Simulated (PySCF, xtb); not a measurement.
NbOCl3, SMILES [O]=[Nb]([Cl])([Cl])[Cl], multiplicity 1.

GFN2-xTB (xtb) at its own geometry gives an orbital gap of 3.52 eV and a dipole moment of 4.35 D.

Geometry: B3LYP-D3(BJ)/def2-SVP. The spin state was assumed, not searched. The isomer is the one that the SMILES or the coordinates give; other isomers of the formula were not compared. The def2 effective core potentials stand for the cores of Nb; spin–orbit coupling is left out.

Question: What does CAM-B3LYP/def2-TZVP (PySCF) give? (An estimate is asked for; the answer gives what the named calculation found.)

Answer: gap 8.77 eV (levels -11.21 and -2.44 eV), dipole 1.09 D.
